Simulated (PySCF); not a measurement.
Assigning NMR signals

Structure with atom numbers: `[CH2:1]=[CH:2]/[CH:3]=[CH:4]/[C:5]([CH3:6])=[O:7]`. Hydrogens are named by the atom that carries them. Ha(C1) is cis to C3; Hb(C1) is trans to C3.

Theory: spin–spin couplings from B3LYP/pcJ-1 (without the spin–dipole term), GIAO PBE0/pcSseg-1 shieldings, geometry from PBE0-D3(BJ)/def2-SVP, in PySCF (isolated molecule, rapidly exchanging positions averaged, non-relativistic, one computed conformer).

δ = σ(ref) − σ, references computed at the same level: ¹³C (σref 184.41) and ¹H (σref 31.27) against TMS.

**Question.** Assign these signals to the numbered atoms. ¹³C{¹H} NMR (computed): δ 196.9, 150.3, 143.8, 137.4, 132.5, 32.5.

**Answer.** 
| δ (ppm) | atoms | environment | reason |
| --- | --- | --- | --- |
| 196.9 | C5 | ketone carbonyl carbon | the double bond to the heteroatom, with no lone-pair donor beside it, deshields it most |
| 150.3 | C3 | β carbon of a C=C–C=O unit | conjugation with the carbonyl draws π density from the β position |
| 143.8 | C2 | alkene CH | an sp2 carbon of a C=C bond |
| 137.4 | C1 | terminal =CH2 carbon | the olefinic region |
| 132.5 | C4 | α carbon of a C=C–C=O unit | as expected for a trigonal carbon in a double bond |
| 32.5 | C6 | methyl carbon α to a carbonyl | α to the electron-withdrawing carbonyl group |

**Question.** Assign these signals to the numbered atoms. ¹H NMR (400 MHz, computed): δ 7.48 (ddt, J = 15.9, 12.9, 1.1 Hz, 1H), 6.60 (ddd, J = 18.2, 12.9, 11.2 Hz, 1H), 6.03 (dq, J = 18.2, 1.2 Hz, 1H), 6.02 (dt, J = 15.9, 1.0 Hz, 1H), 5.92 (dq, J = 11.2, 1.3 Hz, 1H), 2.15 (s, 3H).

**Answer.** 
| δ (ppm) | atoms | environment | reason |
| --- | --- | --- | --- |
| 7.48 | H(C3) | hydrogen on a β carbon of a C=C–C=O unit | olefinic region |
| 6.60 | H(C2) | hydrogen on an alkene CH | a vinylic proton, deshielded by the sp2 carbon and the C=C anisotropy |
| 6.03 | Ha(C1) | hydrogen on a terminal =CH2 carbon | a vinylic proton, deshielded by the sp2 carbon and the C=C anisotropy |
| 6.02 | H(C4) | hydrogen on an α carbon of a C=C–C=O unit | attached to an sp2 carbon and in the plane of the double bond |
| 5.92 | Hb(C1) | hydrogen on a terminal =CH2 carbon | olefinic region |
| 2.15 | H(C6) | hydrogen on a methyl carbon α to a carbonyl | α to C=O |

Ha(C1) and H(C4); H(C4) and Hb(C1) lie closer than the usual error of such a calculation, so a measured spectrum could show them in the other order.

Splittings below 1 Hz are ignored in the labels, and close J values are merged. Unscaled 3J(H,H) at this level run about 10 % above measured values. Shifts are as computed. Against solution values, carbons near 30 ppm lie about +2 ppm off and those near 130 ppm about +5 ppm. Of 1211 compounds with measured shifts, 218 miss one by over three times the rms of a fit or turn the order of signals round; such compounds aren't used in these exercises.
